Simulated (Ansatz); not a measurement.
System: sum formula BNHBr₂, net charge -1, singlet state. It need not be the lowest isomer of its formula. Whether it binds its extra electron was not tested at this geometry. 
Structure (B3LYP-D3(BJ)/def2-TZVP (Ansatz, an electronic-structure program) minimum search):
SMILES: [NH-]B(Br)Br
```xyz
5

N     -1.8206    -1.2006     0.0064
B     -0.7171    -0.4727     0.0025
Br    -0.5987     1.5947     0.0303
Br     1.1419    -1.2680    -0.0327
H     -2.6826    -0.6671     0.0251
```
Charge -1, spin multiplicity 1.

Parts of the frozen-core correlation energy in cc-pVQZ (Ansatz, hartree). Frozen orbitals: 30; correlated occupied orbitals by spin: 12 and 12; virtual: 234 and 234. Spin-orbit coupling is left out. No relativistic terms.

```csv
term,value
reference (HF),-5224.81140
MP2 opposite-spin,-0.52958
MP2 same-spin,-0.17149
CCSD correlation,-0.72435
(T),-0.03655
T1 diagnostic,0.012
largest doubles amplitude,0.054
```
